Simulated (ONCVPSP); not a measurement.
# Before and after: ONCV potential for scandium

| Property | Result |
| --- | --- |
| Element | Sc (Z = 21) |
| Generator | ONCVPSP 4.0.1 |
| Type | optimised norm-conserving Vanderbilt (ONCV) |
| Functional | LDA (Perdew-Wang 92) |
| Relativity | scalar-relativistic |
| Frozen core | [Ne] |
| Valence charge | 11 |
| Reference configuration | 3s2 3p6 3d1 4s1.75 4p0.25 |
| Partial waves | 3s+4s: rc 1.50 bohr, ncon 4, nbas 9, qcut 8.2 1/bohr, 2 projectors; 3p+4p: rc 1.90 bohr, ncon 5, nbas 9, qcut 6.7 1/bohr, 2 projectors; 3d: rc 2.65 bohr, ncon 5, nbas 8, qcut 5.7 1/bohr, 2 projectors, debl 1.9 Ha |
| Local potential | polynomial inside 1.30 bohr (lpopt 2, dvloc0 0 Ha) |
| Core correction | polynomial model core, fcfact 0.55 |

All-electron outer shells of the reference configuration (LDA (PZ), scalar-relativistic, ld1.x):

```json
{"shell": "2s", "level (eV)": "-473.29", "outermost node (bohr)": "0.10", "outermost maximum (bohr)": "0.28"}
{"shell": "2p", "level (eV)": "-388.36", "outermost node (bohr)": "–", "outermost maximum (bohr)": "0.23"}
{"shell": "3s", "level (eV)": "-55.04", "outermost node (bohr)": "0.42", "outermost maximum (bohr)": "0.92"}
{"shell": "3p", "level (eV)": "-33.89", "outermost node (bohr)": "0.39", "outermost maximum (bohr)": "0.97"}
{"shell": "4s", "level (eV)": "-4.49", "outermost node (bohr)": "1.33", "outermost maximum (bohr)": "3.06"}
{"shell": "3d", "level (eV)": "-3.72", "outermost node (bohr)": "–", "outermost maximum (bohr)": "1.10"}
{"shell": "4p", "level (eV)": "-1.68", "outermost node (bohr)": "1.49", "outermost maximum (bohr)": "4.03"}
```

Change: all radii but the core radius scaled by about 1.26 (s 1.90, p 2.40, d 3.34 bohr); local potential polynomial inside 1.64 bohr (lpopt 2, dvloc0 0 Ha).

Cutoffs: the cutoffs (Ha) at which the residual kinetic energy of the hardest occupied pseudo-wave falls to 1 and 0.1 mHa per electron; they do not see the model core or the augmentation charge, which bear on the density cutoff. Errors are all-electron minus pseudo energies relative to the spin-unpolarised reference configuration.

How do hardness, ghosts and transferability respond?

The potential gets softer (23 Ha and 27 Ha → 17 Ha and 21 Ha); of the 4 tests that both files solve, the error grows in 2 and shrinks in 0 by more than 15 % and 0.3 meV (median size 0.1 → 0.5 meV); neither file shows a bound ghost. A larger radius leaves more room for a smooth pseudo-wave, so fewer plane waves are needed.

```csv
quantity,base,changed
"cutoff, loose",23 Ha,17 Ha
"cutoff, tight",27 Ha,21 Ha
loose cutoff by channel,"s 23 Ha, p 16 Ha, d 14 Ha","s 17 Ha, p 15 Ha, d 11 Ha"
bound ghosts,none,none
GHOST(+) flags under 300 eV,none,none
"error for 3s2 3p6 3d1 4s2 4p0, meV [ΔE -0.70 eV]",0.0,0.0
"error for 3s2 3p6 3d1 4s1 4p0, meV [ΔE 6.36 eV]",-0.2,-1.0
"error for 3s2 3p6 3d1 4s0 4p0, meV [ΔE 19.32 eV]",-1.7,-10
"error for 3s2 3p6 3d1 4s1.5 4p0, meV [ΔE 2.12 eV]",-0.1,-0.1
"rms error of d²Exc/dni dnj with the model core, mHa",0.74,1.75
```
